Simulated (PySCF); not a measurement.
C4H10O, charge -1, doublet, at the geometry of the source list (a state made from the parent by changing its charge; the spin is typed, not shown lowest) (in this run its highest filled SCF level lies above zero, so its values depend strongly on the basis, on diffuse functions most of all); PBE0/6-31G in PySCF.

Input for PySCF:
```python
from pyscf import gto, scf, dft

mol = gto.M(
    atom='''
C    -2.190600   -0.095300    0.218000
C    -0.858500   -0.043400   -0.519600
C     0.318500    0.018700    0.448800
C     1.656000    0.070900   -0.280600
O     2.690100    0.126600    0.681200
H    -2.236900   -0.973200    0.857800
H    -3.016900   -0.139200   -0.487100
H    -2.315300    0.787600    0.840100
H    -0.837200    0.833500   -1.170700
H    -0.758800   -0.927800   -1.153100
H     0.236900    0.903200    1.081900
H     0.315200   -0.856800    1.099500
H     1.690000    0.957400   -0.931500
H     1.769200   -0.821900   -0.913700
H     3.538400    0.159800    0.229000
''',
    basis='6-31g',
    charge=-1,
    spin=1,
    verbose=4,
)

mf = dft.UKS(mol)
mf.xc = 'pbe0'
mf.kernel()
mf.analyze()
```

Task: Predict the main parts of the log of this PySCF run.

Result: 
```
PySCF version 2.14.0

[INPUT] verbose = 4
[INPUT] num. atoms = 15
[INPUT] num. electrons = 43
[INPUT] charge = -1
[INPUT] spin (= nelec alpha-beta = 2S) = 1
[INPUT] symmetry False subgroup None
[INPUT] Mole.unit = angstrom
[INPUT] Symbol           X                Y                Z      unit          X                Y                Z       unit  Magmom
[...]
nuclear repulsion = 185.57362546393
number of shells = 45
number of NR pGTOs = 150
number of NR cGTOs = 65
basis = 6-31g
ecp = {}

******** <class 'pyscf.dft.uks.UKS'> ********
method = UKS
initial guess = minao
damping factor = 0
level_shift factor = 0
DIIS = <class 'pyscf.scf.diis.CDIIS'>
diis_start_cycle = 1
diis_space = 8
diis_damp = 0
SCF conv_tol = 1e-09
SCF conv_tol_grad = None
SCF max_cycles = 50
direct_scf = True
direct_scf_tol = 1e-13
number electrons alpha = 22  beta = 21
XC library pyscf.dft.libxc version 7.1.2
    S. Lehtola, C. Steigemann, M. J. T. Oliveira, and M. A. L. Marques,  SoftwareX 7, 1–5 (2018)
XC functionals = pbe0
    C. Adamo and V. Barone,  J. Chem. Phys. 110, 6158 (1999)
    M. Ernzerhof and G. E. Scuseria,  J. Chem. Phys. 110, 5029 (1999)
radial grids:
    Treutler-Ahlrichs [JCP 102, 346 (1995); DOI:10.1063/1.469408] (M4) radial grids

becke partition: Becke, JCP 88, 2547 (1988); DOI:10.1063/1.454033
pruning grids: <function nwchem_prune>
grids dens level: 3
symmetrized grids: False
atomic radii adjust function: <function treutler_atomic_radii_adjust>
small_rho_cutoff = 0
Set gradient conv threshold to 3.16228e-05
tot grids = 168640
init E= -233.646213758906

cycle= 1 E= -232.998694252608  delta_E= 0.648  |g|= 0.572  |ddm|= 4.37
cycle= 2 E= -232.738021224846  delta_E= 0.261  |g|= 0.942  |ddm|= 10.3
cycle= 3 E= -233.130353410193  delta_E= -0.392  |g|= 0.182  |ddm|= 10.3
cycle= 4 E= -233.136070464022  delta_E= -0.00572  |g|= 0.146  |ddm|= 7.21
cycle= 5 E= -233.156554015085  delta_E= -0.0205  |g|= 0.0427  |ddm|= 4.78
cycle= 6 E= -233.158666642534  delta_E= -0.00211  |g|= 0.00651  |ddm|= 1.31
cycle= 7 E= -233.158712656954  delta_E= -4.6e-05  |g|= 0.0022  |ddm|= 0.154
cycle= 8 E= -233.158715736818  delta_E= -3.08e-06  |g|= 0.00156  |ddm|= 0.0578
cycle= 9 E= -233.158719716194  delta_E= -3.98e-06  |g|= 0.000349  |ddm|= 0.0555
cycle= 10 E= -233.158720249003  delta_E= -5.33e-07  |g|= 0.000475  |ddm|= 0.0327
cycle= 11 E= -233.158720570345  delta_E= -3.21e-07  |g|= 0.000355  |ddm|= 0.0146
cycle= 12 E= -233.158720754996  delta_E= -1.85e-07  |g|= 0.000231  |ddm|= 0.0148
[...]
converged SCF energy = -233.158720842686  <S^2> = 0.75107301  2S+1 = 2.0010727
Total Energy =                        -233.158720842686307
[...]
spin_pop of  6 H 1s        0.02183
spin_pop of  6 H 2s        0.01544
spin_pop of  7 H 1s        0.02824
spin_pop of  7 H 2s        0.02138
spin_pop of  8 H 1s        0.01596
spin_pop of  8 H 2s        0.01721
spin_pop of  9 H 1s        0.01596
spin_pop of  9 H 2s        0.01721
spin_pop of  10 H 1s        0.01296
spin_pop of  10 H 2s        0.00642
spin_pop of  11 H 1s        0.01297
spin_pop of  11 H 2s        0.00642
spin_pop of  12 H 1s        0.00661
spin_pop of  12 H 2s        0.00437
spin_pop of  13 H 1s        0.00660
spin_pop of  13 H 2s        0.00437
spin_pop of  14 H 1s        0.25350
spin_pop of  14 H 2s        0.09719
 ** Mulliken Spin Density (per atom)  **
spin density of  0 C =      0.07415
spin density of  1 C =      0.05167
spin density of  2 C =      0.03151
spin density of  3 C =      0.08927
spin density of  4 O =      0.13911
spin density of  5 H =      0.04964
spin density of  6 H =      0.03727
spin density of  7 H =      0.04962
spin density of  8 H =      0.03316
spin density of  9 H =      0.03317
spin density of  10 H =      0.01938
spin density of  11 H =      0.01939
spin density of  12 H =      0.01098
spin density of  13 H =      0.01097
spin density of  14 H =      0.35069
 ** Mulliken pop alpha/beta on meta-lowdin orthogonal AOs **
 ** Mulliken pop       alpha | beta **
In total            22.00000 | 21.00000
 ** Mulliken atomic charges   ( Nelec_alpha | Nelec_beta ) **
charge of  0C =     -0.37340  (     3.22378      3.14962 )
charge of  1C =     -0.20802  (     3.12984      3.07817 )
charge of  2C =     -0.21251  (     3.12201      3.09050 )
charge of  3C =     -0.04859  (     3.06893      2.97966 )
charge of  4O =     -0.62699  (     4.38305      4.24394 )
charge of  5H =      0.04640  (     0.50162      0.45198 )
charge of  6H =      0.04814  (     0.49457      0.45730 )
charge of  7H =      0.04643  (     0.50159      0.45198 )
charge of  8H =      0.04919  (     0.49199      0.45882 )
charge of  9H =      0.04918  (     0.49200      0.45882 )
charge of  10H =      0.07352  (     0.47293      0.45355 )
charge of  11H =      0.07349  (     0.47295      0.45356 )
charge of  12H =      0.04768  (     0.48165      0.47067 )
charge of  13H =      0.04770  (     0.48164      0.47067 )
charge of  14H =     -0.01222  (     0.68145      0.33076 )

WARN: System has nonzero charge -1; the dipole moment is origin-dependent.
Location of origin: [0. 0. 0.]

Dipole moment(X, Y, Z, Debye): -5.25602, -0.25155, -1.77075
```
